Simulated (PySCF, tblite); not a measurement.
A set of runs on `CN[SiH2][GeH2][SiH3]`; the geometry of each is named by its level. Settings lines and outputs come from a driver script.

Species: CH11GeNSi2.
Atom-mapped SMILES: `[CH3:1][NH:2][SiH2:3][GeH2:4][SiH3:5]` (hydrogens: H6, H7, H8 on C1; H9 on N2; H10, H11 on Si3; H12, H13 on Ge4; H14, H15, H16 on Si5)

Step 1: GFN2-xTB geometry optimisation, gas phase (tblite 0.8.0) (from a force-field or distance-geometry start)
```json
{"job": {"kind": "relax", "xc": "GFN2-xTB", "basis": "xTB"}, "charge": 0, "multiplicity": 1}
```
```
step      E/eV     max force
  0    -437.05127    1.714
  1    -437.13845    0.950
  2    -437.19590    0.650
...
106    -437.47945    0.024
107    -437.47954    0.016
108    -437.47959    0.013
109    -437.47962    0.012
110    -437.47964    0.009
```

Energy lowered by 9.9 kcal/mol over 110 steps; largest atomic force 0.009 eV/Å at the end. «max force» is the largest atomic force in eV/Å.

On Arm Neoverse V1, one thread, no GPU, shared host with 32 logical CPUs at a one-minute load of 30, this took 0.92 s wall.

Step 2: GFN2-xTB harmonic vibrations, gas phase (tblite 0.8.0) (on the GFN2-xTB geometry)
```json
{"job": {"kind": "ir", "xc": "GFN2-xTB", "basis": "xTB"}, "charge": 0, "multiplicity": 1}
```
```
(table of modes left out)
```

42 modes from 25 to 3439 cm⁻¹ (unscaled, harmonic); zero-point energy 67.6 kcal/mol; all wavenumbers are real at this level.

The run took 0.66 s wall on one thread of an Arm Neoverse V1, no GPU, on a shared host.

Step 3: TDDFT wB97X-D/def2-SVPD, vertical, gas phase, core orbitals frozen in the response (PySCF 2.14.0, density-fitted response routines) (on the GFN2-xTB geometry)
```json
{"job": {"kind": "uv", "xc": "wB97X-D", "basis": "def2-SVPD", "nstates": 8, "ntriplets": 3}, "charge": 0, "multiplicity": 1}
```
```
...
Static polarisability (au): isotropic 111.391, principal 96.194 106.779 131.200
Singlet excitations
state   eV       nm        f      main configurations
  1   5.6519    219.4   0.00926   H->L 0.75, H->L+2 0.17
  2   6.3647    194.8   0.03611   H->L+2 0.69, H->L 0.16
  3   6.7762    183.0   0.02200   H->L+1 0.73
  4   7.0783    175.2   0.18970   H-1->L 0.55
  5   7.1529    173.3   0.00715   H->L+4 0.52
  6   7.3165    169.5   0.17062   H-1->L 0.22, H->L+5 0.22, H-2->L 0.10
  7   7.3504    168.7   0.00804   H-2->L 0.36, H->L+3 0.29, H-1->L+2 0.11
  8   7.4306    166.9   0.01458   H-2->L 0.36, H-1->L+2 0.18, H->L+3 0.13
Triplet excitations (Tamm-Dancoff, eV): 5.4431 5.9354 6.3212
```

HOMO -8.69 eV, LUMO 1.28 eV; lowest singlet 5.65 eV; lowest triplet 5.44 eV (Tamm–Dancoff); mean polarisability 111.4 au.

Time: 66 s; peak memory 0.89 GiB. Hardware: Arm Neoverse V1, one thread, on a shared host.

Geometry of the electronic-property runs (GFN2-xTB):
```
atom  x, y, z in Å
C1    -2.1065   -0.4751    0.5214
N2    -1.2422   -1.4351   -0.1191
Si3   -0.1642   -1.0310   -1.3985
Ge4    1.0459    0.8607   -0.7321
Si5    2.0553    1.1856    1.3563
H6    -2.3727   -0.8178    1.5238
H7    -3.0318   -0.2964   -0.0391
H8    -1.5754    0.4741    0.6106
H9    -1.6793   -2.3431   -0.1673
H10   -0.8078   -0.7974   -2.7076
H11    0.6617   -2.2349   -1.5209
H12    2.1248    1.0563   -1.7831
H13    0.2271    2.1053   -1.0508
H14    2.6651    2.5124    1.4729
H15    3.1087    0.1926    1.5766
H16    1.0836    1.0528    2.4456
```

 (This holds for the electronic-property runs.)

One conformer stands for the species.

wB97X-D is run here without its empirical dispersion term; that term would change no orbital, density or response property at a fixed geometry.
